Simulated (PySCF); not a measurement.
## A survey of 15N NMR shifts

- coordinates at the GFN2-xTB level
- GIAO PBE0/pcSseg-1 shieldings
- code: PySCF 2.14
- gas phase, one computed conformer, non-relativistic, rapidly exchanging positions averaged

Shieldings were converted by a linear fit to measured shifts: 15N (scatter 6.3 ppm rms vs CH3NO2, solution or neat liquid). A few per cent of atoms miss by over 2 rms, more outside the fitted compound classes.

Problem. Give the 15N shifts of `CCC/C=C\C(=O)NC`, `CCc1nc(C)nnc1C`, `CC(=O)NCC1CCC1`, `[SiH3]c1c[nH]cn1`, `CC(=O)CCN[Si@@](C)(N)O`, `CC#C[SiH2]n1cccc1`, `Cc1nnncc1C(C)C`, `C=C(C)CCC(=O)NC`.

Solution. 
```tsv
compound	environment	δ (ppm)
CCC/C=C\C(=O)NC	amide-type nitrogen	-278.2
[CH3:1][CH2:2][c:3]1[n:4][c:5]([CH3:6])[n:7][n:8][c:9]1[CH3:10]	N8: pyridine-type ring nitrogen	49.5
[CH3:1][CH2:2][c:3]1[n:4][c:5]([CH3:6])[n:7][n:8][c:9]1[CH3:10]	N7: pyridine-type ring nitrogen	-5.3
[CH3:1][CH2:2][c:3]1[n:4][c:5]([CH3:6])[n:7][n:8][c:9]1[CH3:10]	N4: pyridine-type ring nitrogen	-94.7
CC(=O)NCC1CCC1	amide-type nitrogen	-274.0
[SiH3:1][c:2]1[cH:3][nH:4][cH:5][n:6]1	N6: pyridine-type nitrogen of an azole	-103.1
[SiH3:1][c:2]1[cH:3][nH:4][cH:5][n:6]1	N4: pyrrole-type ring nitrogen	-227.8
[CH3:1][C:2](=[O:3])[CH2:4][CH2:5][NH:6][Si@@:7]([CH3:8])([NH2:9])[OH:10]	N6: nitrogen bonded to C, Si, H	-339.4
[CH3:1][C:2](=[O:3])[CH2:4][CH2:5][NH:6][Si@@:7]([CH3:8])([NH2:9])[OH:10]	N9: nitrogen bonded to Si, 2 H	-369.0
CC#C[SiH2]n1cccc1	pyrrole-type ring nitrogen	-234.8
[CH3:1][c:2]1[n:3][n:4][n:5][cH:6][c:7]1[CH:8]([CH3:9])[CH3:10]	N4: pyridine-type ring nitrogen	89.4
[CH3:1][c:2]1[n:3][n:4][n:5][cH:6][c:7]1[CH:8]([CH3:9])[CH3:10]	N3: pyridine-type ring nitrogen	6.8
[CH3:1][c:2]1[n:3][n:4][n:5][cH:6][c:7]1[CH:8]([CH3:9])[CH3:10]	N5: pyridine-type ring nitrogen	3.1
C=C(C)CCC(=O)NC	amide-type nitrogen	-285.2
```
